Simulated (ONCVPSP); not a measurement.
# An all-electron radial function and its pseudo partner (Sr)

Columns: radius, all-electron u(r) and pseudo u(r) of the 4s shell (level -47.23 eV) of strontium in the configuration [Ar] 3d10 4s2 4p6 5s1; PBE, scalar-relativistic, ONCV scheme, ONCVPSP 4.0.1.

| r (bohr) | all-electron | pseudo |
| --- | --- | --- |
| 0.085 | 0.2498 | 0.0332 |
| 0.170 | 0.1697 | 0.0722 |
| 0.255 | -0.2631 | 0.1217 |
| 0.340 | -0.4963 | 0.1845 |
| 0.425 | -0.4640 | 0.2617 |
| 0.510 | -0.2635 | 0.3519 |
| 0.595 | 0.0054 | 0.4518 |
| 0.680 | 0.2761 | 0.5565 |
| 0.765 | 0.5124 | 0.6598 |
| 0.850 | 0.6998 | 0.7549 |
| 0.935 | 0.8359 | 0.8360 |
| 1.020 | 0.9247 | 0.8984 |
| 1.105 | 0.9726 | 0.9395 |
| 1.190 | 0.9872 | 0.9586 |
| 1.275 | 0.9756 | 0.9562 |
| 1.360 | 0.9446 | 0.9342 |
| 1.445 | 0.8997 | 0.8956 |
| 1.530 | 0.8458 | 0.8448 |
| 1.615 | 0.7866 | 0.7865 |
| 1.700 | 0.7250 | 0.7250 |
| 1.785 | 0.6633 | 0.6632 |
| 1.870 | 0.6030 | 0.6029 |
| 1.955 | 0.5451 | 0.5451 |
| 2.040 | 0.4906 | 0.4905 |
| 2.125 | 0.4397 | 0.4397 |
| 2.210 | 0.3928 | 0.3927 |

(1) How many radial nodes do the two functions have?

(2) At about which radius was the pseudo-wave matched?

(3) Is the pseudo-wave norm-conserving?

Results:

(1) The all-electron 4s function has n − l − 1 = 3 (the table is too coarse to show those close to the nucleus); the pseudo-wave has 0, since the states of the same l below it are removed with the core.

(2) 1.70 bohr, where the columns begin to agree (steps of 0.09 bohr).

(3) Yes: the ONCV scheme keeps the norm inside the radius equal to the all-electron one, which fixes the energy derivative of the logarithmic derivative at the level.
